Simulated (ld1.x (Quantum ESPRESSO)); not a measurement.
# An all-electron radial function and its pseudo partner (bromine)

Columns: radius, all-electron u(r) and pseudo u(r) of the 4p shell (level -22.89 eV) of bromine in the configuration [Ar] 3d10 4s2 4p3.5; LDA (PZ), non-relativistic, TM scheme, ld1.x (Quantum ESPRESSO) 7.5.

| r (bohr) | all-electron | pseudo |
| --- | --- | --- |
| 0.070 | 0.2046 | 0.0041 |
| 0.140 | 0.1831 | 0.0163 |
| 0.210 | -0.0223 | 0.0358 |
| 0.280 | -0.2249 | 0.0618 |
| 0.350 | -0.3463 | 0.0930 |
| 0.420 | -0.3779 | 0.1281 |
| 0.490 | -0.3384 | 0.1659 |
| 0.560 | -0.2516 | 0.2056 |
| 0.630 | -0.1379 | 0.2468 |
| 0.700 | -0.0125 | 0.2898 |
| 0.770 | 0.1140 | 0.3351 |
| 0.840 | 0.2347 | 0.3837 |
| 0.910 | 0.3456 | 0.4360 |
| 0.980 | 0.4442 | 0.4921 |
| 1.050 | 0.5297 | 0.5506 |
| 1.120 | 0.6019 | 0.6086 |
| 1.190 | 0.6613 | 0.6626 |
| 1.260 | 0.7088 | 0.7088 |
| 1.330 | 0.7451 | 0.7451 |
| 1.400 | 0.7714 | 0.7714 |
| 1.470 | 0.7887 | 0.7887 |
| 1.540 | 0.7983 | 0.7983 |
| 1.610 | 0.8009 | 0.8009 |
| 1.680 | 0.7977 | 0.7977 |
| 1.750 | 0.7894 | 0.7894 |
| 1.820 | 0.7770 | 0.7770 |

**Question.** How many radial nodes do the two functions have?

**Answer.** The all-electron 4p function has n − l − 1 = 2; the pseudo-wave has 0, since the states of the same l below it are removed with the core.

**Question.** At about which radius was the pseudo-wave matched?

**Answer.** 1.35 bohr. The columns agree to 0.0005 from 1.26 bohr on; several derivatives are matched, so the curves merge somewhat inside the radius.

**Question.** Is the pseudo-wave norm-conserving?

**Answer.** Yes: the TM scheme keeps the norm inside the radius equal to the all-electron one, which fixes the energy derivative of the logarithmic derivative at the level.
